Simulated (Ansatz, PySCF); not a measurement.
W(O)(F)3(OMe) (CH₃F₃O₂W), SMILES C[O][W](=[O])([F])([F])[F], multiplicity 1. Atoms are numbered in the order given.

```xyz
10

W      0.0351     0.1871     0.1265
O      1.5797     0.7398     0.4823
F     -1.0753     1.1055     1.3110
F     -0.6485     1.3512    -1.1621
F     -0.2967    -1.2480     1.2878
O      0.3188    -1.0935    -1.1675
C     -0.0529    -2.3079    -1.7443
H     -0.3932    -3.0019    -0.9573
H     -0.8673    -2.1528    -2.4697
H      0.8151    -2.7423    -2.2617
```

The structure is a stationary point at PBE0-D3(BJ)/def2-SVP. The multiplicity is an assumed one; other spin states were not compared. The def2 effective core potentials stand for the cores of W; spin–orbit coupling is left out. One conformer was computed; it need not be the lowest.

Two levels are set side by side: PBE-D3(BJ)/def2-SVP (Ansatz, a first-principles code) and PBE0-D3(BJ)/def2-SVP (Ansatz). Each level has its own optimised geometry; the coordinates shown are those of the second. Frequencies come from the Hessian of PySCF at each geometry. Differences are taken from unrounded values.

```json
[
 {"quantity": "mean bond length (Å)", "PBE0-D3(BJ)": "1.536"},
 {"quantity": "bond W1–O2 (Å)", "PBE0-D3(BJ)": "1.679"},
 {"quantity": "bond W1–F3 (Å)", "PBE0-D3(BJ)": "1.865"},
 {"quantity": "bond W1–F4 (Å)", "PBE0-D3(BJ)": "1.866"},
 {"quantity": "bond W1–F5 (Å)", "PBE0-D3(BJ)": "1.876"},
 {"quantity": "bond W1–O6 (Å)", "PBE0-D3(BJ)": "1.843"},
 {"quantity": "bond O6–C7 (Å)", "PBE0-D3(BJ)": "1.395"},
 {"quantity": "bond C7–H8 (Å)", "PBE0-D3(BJ)": "1.103"},
 {"quantity": "bond C7–H9 (Å)", "PBE0-D3(BJ)": "1.102"},
 {"quantity": "bond C7–H10 (Å)", "PBE0-D3(BJ)": "1.100"},
 {"quantity": "highest harmonic wavenumber (cm⁻¹)", "PBE0-D3(BJ)": "3164"},
 {"quantity": "mean harmonic wavenumber (cm⁻¹)", "PBE0-D3(BJ)": "964"},
 {"quantity": "zero-point energy (kcal/mol)", "PBE0-D3(BJ)": "33.08"}
]
```

What does PBE-D3(BJ) give, and how far is it from PBE0-D3(BJ)? (An estimate is asked for; the answer gives what the named calculation found.)


```
quantity                            PBE-D3(BJ)  PBE-D3(BJ) minus PBE0-D3(BJ)
----------------------------------  ----------  ----------------------------
mean bond length (Å)                     1.553                         0.016
bond W1–O2 (Å)                           1.703                         0.025
bond W1–F3 (Å)                           1.882                         0.017
bond W1–F4 (Å)                           1.883                         0.017
bond W1–F5 (Å)                           1.894                         0.018
bond W1–O6 (Å)                           1.871                         0.028
bond O6–C7 (Å)                           1.406                         0.011
bond C7–H8 (Å)                           1.113                         0.010
bond C7–H9 (Å)                           1.111                         0.010
bond C7–H10 (Å)                          1.109                         0.009
highest harmonic wavenumber (cm⁻¹)        3061                          -103
mean harmonic wavenumber (cm⁻¹)            928                           -36
zero-point energy (kcal/mol)             31.84                         -1.24
```

Exact exchange shortens and stiffens bonds; PBE has none. Differences between two approximate levels are no errors against the true value.
